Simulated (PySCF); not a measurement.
PySCF input file for Pb(NH2)(SH) (H3NPbS), SMILES [NH2][Pb][SH] (connectivity only; charge and spin as stated), neutral, multiplicity 1, r2SCAN-D4/def2-SVP. The structure is a stationary point at r2SCAN-D4/def2-SVP. The def2 effective core potentials stand for the cores of Pb; spin–orbit coupling is left out. One conformer was computed; it need not be the lowest.

```python
import numpy as np
from pyscf import gto, scf, dft, df
from pyscf.hessian import thermo

mol = gto.M(
    atom='''
    Pb    0.25936984    0.35341036   -0.00000000
    N    -1.81317994    0.86531550    0.00000000
    H    -2.16761217    1.81858095   -0.00000000
    H    -2.57774808    0.19361223    0.00000000
    S    -0.30200291   -2.15820599   -0.00000000
    H     1.00133972   -2.51775520    0.00000000
    ''',
    basis='def2-SVP',
    ecp={'Pb': 'def2-svp'},
    charge=0,
    spin=0,
    max_memory=1600,
    verbose=3,
)
mf = dft.RKS(mol, xc='r2scan').density_fit(auxbasis='def2-universal-jkfit')
mf.disp = 'd4'
mf.grids.level = 4
mf.conv_tol = 1e-11
mf.max_cycle = 100
mf.kernel()

# [left out here: the lines that compute and print the analytic Hessian (its translational invariance restored by hand, since the grid's response is missing), thermochemistry and intensities]
```

Log of the run:

```
converged SCF energy = -647.525003428916

WARN: MGGA Hessian is sensitive to dft grids. grids.level 4 may not be dense enough.


WARN: DFTD4 does not support analytical Hessian, using finite difference.


WARN: Mole.unit (angstrom) is changed to Bohr

Mode                                 0                   1                   2
Irrep
Freq [cm^-1]                      127.9904            190.5258            266.3242
Reduced mass [au]                   4.0938              1.1654              1.1027
Force const [Dyne/A]                0.0395              0.0249              0.0461
Char temp [K]                     184.1497            274.1242            383.1812
Normal mode                   x     y     z       x     y     z       x     y     z
       0  Pb                 0.02  0.01 -0.00   -0.00  0.00 -0.00   -0.00  0.00  0.00
       1   N                -0.03 -0.18  0.00    0.00  0.00  0.09    0.00 -0.00  0.08
       2   H                -0.17 -0.24 -0.00    0.00  0.00 -0.48    0.00 -0.00 -0.53
       3   H                 0.07 -0.30  0.00    0.00  0.00 -0.14    0.00 -0.00 -0.58
       4   S                -0.08  0.03 -0.00    0.00 -0.00 -0.03   -0.00  0.00  0.02
       5   H                -0.11 -0.09  0.00    0.00  0.00  0.77   -0.00 -0.00 -0.54
Mode                                 3                   4                   5
Irrep
Freq [cm^-1]                      295.8581            417.3946            547.2529
Reduced mass [au]                  17.5308              1.0176              4.0572
Force const [Dyne/A]                0.9041              0.1044              0.7159
Char temp [K]                     425.6739            600.5379            787.3750
Normal mode                   x     y     z       x     y     z       x     y     z
       0  Pb                -0.00 -0.03 -0.00   -0.00 -0.00  0.00    0.02 -0.00 -0.00
       1   N                -0.00 -0.00  0.00    0.00  0.00 -0.02   -0.22  0.08  0.00
       2   H                 0.02  0.01 -0.00    0.00  0.00 -0.62   -0.40  0.01 -0.00
       3   H                -0.02  0.02  0.00    0.00  0.00  0.74   -0.11 -0.05 -0.00
       4   S                 0.03  0.16 -0.00    0.00 -0.00 -0.01   -0.00 -0.01  0.00
       5   H                 0.03  0.17  0.00    0.00  0.00 -0.23    0.04  0.14 -0.00
Mode                                 6                   7                   8
Irrep
Freq [cm^-1]                      566.2324            639.9469           1491.6172
Reduced mass [au]                   1.1610              1.1578              1.1097
Force const [Dyne/A]                0.2193              0.2794              1.4547
Char temp [K]                     814.6824            920.7411           2146.1051
Normal mode                   x     y     z       x     y     z       x     y     z
       0  Pb                -0.00 -0.00  0.00   -0.01 -0.00 -0.00    0.00 -0.00 -0.00
       1   N                 0.08  0.04 -0.00    0.03  0.08  0.00   -0.08  0.02  0.00
       2   H                -0.38 -0.13  0.00   -0.40 -0.09  0.00    0.62  0.25 -0.00
       3   H                 0.41 -0.33 -0.00    0.34 -0.27 -0.00    0.42 -0.51 -0.00
       4   S                -0.01 -0.01  0.00    0.03  0.02 -0.00    0.00 -0.00 -0.00
       5   H                 0.16  0.62 -0.00   -0.17 -0.69  0.00   -0.00  0.00  0.00
Mode                                 9                  10                  11
Irrep
Freq [cm^-1]                     2694.0611           3541.9125           3666.1873
Reduced mass [au]                   1.0386              1.0481              1.0978
Force const [Dyne/A]                4.4413              7.7469              8.6935
Char temp [K]                    3876.1541           5096.0235           5274.8273
Normal mode                   x     y     z       x     y     z       x     y     z
       0  Pb                -0.00 -0.00  0.00    0.00 -0.00  0.00   -0.00 -0.00  0.00
       1   N                 0.00  0.00 -0.00   -0.05  0.01 -0.00   -0.02 -0.08  0.00
       2   H                 0.00  0.00  0.00    0.21 -0.63  0.00   -0.24  0.65 -0.00
       3   H                 0.00 -0.00  0.00    0.52  0.49  0.00    0.49  0.43  0.00
       4   S                -0.03  0.01  0.00   -0.00 -0.00 -0.00    0.00  0.00 -0.00
       5   H                 0.94 -0.26 -0.00    0.00 -0.00  0.00   -0.00 -0.00  0.00
temperature 298.1500 [K]
pressure 101325.00 [Pa]
Rotational constants [GHz] 6.86028 2.58732 1.87876
Symmetry number 1
Zero-point energy (ZPE) 0.03291 [Eh]   86402.102 [J/mol]
                           tot       elec      trans        rot        vib
Entropy [J/mol/K]       333.932      0.000    177.918    111.583     44.431
Cv [J/mol/K]             74.747      0.000     12.472     12.472     49.803
Cp [J/mol/K]             83.061      0.000     20.786     12.472     49.803
Internal energy [J/mol]                      3718.434   3718.434  94162.141
Internal energy [Eh]   -647.48631  -647.52500
Enthalpy [J/mol]                             6197.391   3718.434  94162.141
Enthalpy [Eh]          -647.48536
Gibbs free energy [J/mol]                  -46848.779 -29549.995  80915.030
Gibbs free energy [Eh] -647.52328
mode   freq/cm-1   IR/(km/mol)
   1      127.99         1.346
   2      190.53        21.527
   3      266.32       208.074
   4      295.86        32.475
   5      417.39         1.536
   6      547.25        50.973
   7      566.23        15.254
   8      639.95        31.280
   9     1491.62         3.347
  10     2694.06         1.779
  11     3541.91        19.907
  12     3666.19        22.023
max |gradient| / (hartree/bohr): 0.0003472786978883329
APT charges: [ 0.88   -0.6988  0.15    0.1483 -0.5294  0.0537]
```

The calculation finished and met its thresholds.

Cost: very roughly 2.7 core-minutes.
